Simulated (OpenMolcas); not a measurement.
## Co⁶⁺: CASPT2 settings compared

* Program: OpenMolcas
* Basis: ANO-RCC-VDZP [5s4p2d1f]
* Scalar Hamiltonian: DKH2, point nucleus
* Active space: 3 electrons in 5 orbitals (3d)
* State averaging: 2S+1 = 4 even, 10 roots; 2S+1 = 2 even, 40 roots
* Spin-orbit coupling: state interaction with AMFI integrals over the reference wave functions, term energies averaged over their components

Methods on the same reference wave functions:
A. CASSCF
B. SS-CASPT2, IPEA 0.6 Eh, sigma2 regulariser 0.3 Eh (closed shells correlated: 3s 3p)
C. SS-CASPT2, IPEA 0.1 Eh, sigma2 regulariser 0.3 Eh (closed shells correlated: none)
D. SS-CASPT2, IPEA 0.75 Eh, imaginary shift 0.1 Eh (closed shells correlated: 3s 3p)
E. MS-CASPT2, IPEA 0.75 Eh, imaginary shift 0.1 Eh (closed shells correlated: 3s 3p)
F. MS-CASPT2, IPEA 0.6 Eh, sigma2 regulariser 0.3 Eh (closed shells correlated: 3s 3p)

Energies in cm-1 above 3d3 4F 3/2, the measured ground level; measured values from Sugar and Corliss, J. Phys. Chem. Ref. Data 10, 1097 (1981).

```csv
Level,A,B,C,D,E,F,Measured
3d3 4F 3/2,0.0,0.0,0.0,0.0,0.0,0.0,0.0
3d3 4F 5/2,707,712,709,712,712,713,698
3d3 4F 7/2,1655,1664,1658,1663,1664,1664,1610
3d3 4F 9/2,2810,2820,2810,2820,2820,2820,2723
3d3 4P 1/2,25083,22140,24200,22210,22200,22130,21096
3d3 4P 3/2,25307,22380,24430,22460,22420,22350,21304
3d3 2G 7/2,25865,24400,25680,24500,24500,24400,
3d3 4P 5/2,26215,23250,25330,23330,23330,23250,22187
3d3 2G 9/2,26775,25330,26600,25440,25450,25340,
3d3 2P 1/2,34064,32650,33660,32710,31380,31300,
3d3 2H 9/2,34236,33590,34280,33640,34000,33950,
3d3 2H 11/2,34879,34250,34930,34310,34670,34630,
3d3 2D 5/2(1),37933,33750,36540,33890,33890,33760,
3d3 2F 7/2,58367,54220,57340,54340,54340,54220,
3d3 2F 5/2,58771,54620,57740,54740,54740,54620,
3d3 2D 5/2(2),91015,83880,87900,83910,83900,83870,
3d3 2D 3/2(2),91498,84350,88380,84380,84400,84370,
```

Deviations, from unrounded energies. A percentage is the sum of absolute deviations over the sum of measured energies, with the sign that they share, or ± where signs differ.

```json
{"Against measurement": "mean absolute deviation (cm-1)", "Levels": "6", "A": "2000", "B": "560", "C": "1600", "D": "600", "E": "590", "F": "550"}
{"Against measurement": "fine structure of the ground term (%)", "Levels": "3", "A": "+2.8", "B": "+3.2", "C": "+2.9", "D": "+3.2", "E": "+3.2", "F": "+3.2"}
{"Against measurement": "other terms of the ground configuration (%)", "Levels": "3", "A": "+18.6", "B": "+4.9", "C": "+14.5", "D": "+5.3", "E": "+5.2", "F": "+4.9"}
```

B, F lie about equally close to measurement and A furthest from it. The largest miss of F in the table is 3d3 4P 5/2, by +1100 cm-1. The ranking rests on the paired levels alone, and a cruder setting can come out closer through cancelling errors.

Among B to F the level of the table that moves most is 3d3 2D 5/2(2), by 4000 cm-1 (lowest in F, highest in C). Moves below CASPT2's spread within the term are not significant.

The mean deviations of B to F differ by less than CASPT2's widest spread within a term (1400 cm-1), so their order carries little weight.

From A to B the spin-free energies of the other terms of 3d3 shown, above 4F, scale by factors of 0.88 to 0.98.

The lowest spin-free term lies below A's lowest term by 0.202 hartree in B, 0.009 hartree in C, 0.200 hartree in D, 0.200 hartree in E, 0.202 hartree in F.

Term energies are means over components that CASPT2 splits; among the terms shown or strongly mixed into the levels shown the widest spread is 1400 cm-1 (3d3 2P, B). The basis is small and was not contracted for so high a charge. The CASPT2 spread within a term exceeds the gap to the next term for 3d3 2P and 3d3 2D(1), 3d3 2D(1) and 3d3 2H, so the order of their levels is uncertain, and so are names and mixing where such terms share a J (figures for B; the like holds for C, D). Without dynamic correlation excited terms often stand tens of per cent too high (terms of higher spin than the ground term too low), and those without a measured partner can miss by more than the paired ones (holds for A). Measured partners are found by configuration, term and J. A level has none where our copy of the source lacks it or the pairing is in doubt (some pairs that miss far off the trend of their configuration count as doubtful), and it then counts in no deviation. Only configurations of the active space appear. Levels that lie high or do not pair safely by name in every column are left out.

A number in round brackets counts repeated terms of one configuration in the order of the reference energies.
